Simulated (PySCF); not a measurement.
B₂H₄, SMILES B[BH2-], charge -1, multiplicity 2.

Coordinates come from a r2SCAN-D4/def2-TZVPD optimisation.

Calculation: M06-2X/def2-TZVPD in PySCF.

Isolated molecule, no solvent.

* **total energy**: -52.04826 hartree
* **point group**: D2h
* **α spin, highest occupied and lowest empty level**: -0.43 and 3.94 eV
* **β spin, highest occupied and lowest empty level**: -3.07 and 3.19 eV
* **dipole moment about the centre of nuclear charge**: 0.00 D
* **mean static polarisability**: 64.1 bohr³ (9.50 Å³)
* **polarisability, principal values**: 52.3, 62.0, 78.0 bohr³
* **⟨S²⟩**: 0.753 (pure state 0.75)
